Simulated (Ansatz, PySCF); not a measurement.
This PySCF input computes a SVWN5/def2-TZVPD energy:

```python
from pyscf import gto, scf, dft

mol = gto.M(
    atom='''
    Sb    0.03058187    0.00265843    1.23415759
    I     1.01770123   -1.93327719   -0.61521398
    I    -1.04712907    1.93071907   -0.57237163
    ''',
    basis='def2-tzvpd',
    ecp='def2-tzvp',
    charge=-1,
    spin=0,
    verbose=4,
)

mf = dft.RKS(mol, xc='svwn').density_fit(auxbasis='def2-universal-jkfit')
mf.grids.level = 3
mf.conv_tol = 1e-9
mf.max_cycle = 100
mf.max_memory = 1500
mf.kernel()
if not mf.converged:
    mf = mf.newton()
    mf.kernel(mf.make_rdm1())
mf.analyze()
```

Q: Write an input for the same energy in Ansatz (an electronic-structure program) and say what it gives.

A: 
Ansatz 0.2 input:
```yaml
crystal:
  periodic: [false, false, false]
  atoms:
    - {symbol: Sb, position_ang: [0.03058187, 0.00265843, 1.23415759]}
    - {symbol: I, position_ang: [1.01770123, -1.93327719, -0.61521398]}
    - {symbol: I, position_ang: [-1.04712907, 1.93071907, -0.57237163]}
basis:
  gaussian:
    orbitals: def2-TZVPD
hamiltonian:
  xc: {name: SVWN5}
total_charge: -1
output: {forces: true}
```
It gives -834.66068 Eh, and PySCF -834.66070 Eh, a difference of 0.02 mEh, from the treatment of integrals and grids.
